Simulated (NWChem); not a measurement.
# CH$_{4}$BF$_{2}$N; SMILES CNB(F)F

```xyz
9

B      0.0104    -0.5695     0.0000
F      0.7267    -1.6995     0.0003
F     -1.3237    -0.6759     0.0000
N      0.6417     0.6780    -0.0002
C     -0.0210     1.9728    -0.0006
H      1.6525     0.7029    -0.0005
H      0.2372     2.5603    -0.8913
H      0.2418     2.5630     0.8868
H     -1.1016     1.8168     0.0024
```
Atoms are numbered in this order, from 1.

Results from NWChem. Pople sets run with spherical d functions. STO-3G and 3-21G are far too small for this property and stand as cheap habits. Coordinates come from a B3LYP/6-31G* (spherical d) optimisation. B3LYP is NWChem's, with the RPA form of VWN correlation. GIAO values for the isolated, static molecule; σ is the absolute isotropic shielding, δ = σ(reference) − σ with the isolated reference molecule computed at the same levels (11B: boron trifluoride, 13C: tetramethylsilane, 19F: trichlorofluoromethane, 1H: tetramethylsilane, 15N: ammonia).

```json
[
 {"level": "BHandHLYP/pcSseg-1", "δ B1 (ppm)": "7.1", "δ F2 (ppm)": "-128.7", "δ F3 (ppm)": "-135.3", "δ N4 (ppm)": "56.6", "δ C5 (ppm)": "28.5", "δ H6 (ppm)": "2.01", "δ H7 (rotor mean) (ppm)": "2.69"},
 {"level": "B3LYP/6-31G*", "δ B1 (ppm)": "5.7", "δ F2 (ppm)": "-140.3", "δ F3 (ppm)": "-146.7", "δ N4 (ppm)": "45.4", "δ C5 (ppm)": "27.8", "δ H6 (ppm)": "1.36", "δ H7 (rotor mean) (ppm)": "2.52"},
 {"level": "Hartree-Fock/STO-3G", "δ B1 (ppm)": "[?]", "δ F2 (ppm)": "[?]", "δ F3 (ppm)": "[?]", "δ N4 (ppm)": "[?]", "δ C5 (ppm)": "[?]", "δ H6 (ppm)": "[?]", "δ H7 (rotor mean) (ppm)": "[?]"}
]
```

Q: What belongs in the gaps?

A: 
- Hartree-Fock/STO-3G, δ B1 (ppm): 5.3
- Hartree-Fock/STO-3G, δ F2 (ppm): -46.9
- Hartree-Fock/STO-3G, δ F3 (ppm): -49.6
- Hartree-Fock/STO-3G, δ N4 (ppm): 11.3
- Hartree-Fock/STO-3G, δ C5 (ppm): 34.6
- Hartree-Fock/STO-3G, δ H6 (ppm): 1.13
- Hartree-Fock/STO-3G, δ H7 (rotor mean) (ppm): 1.85
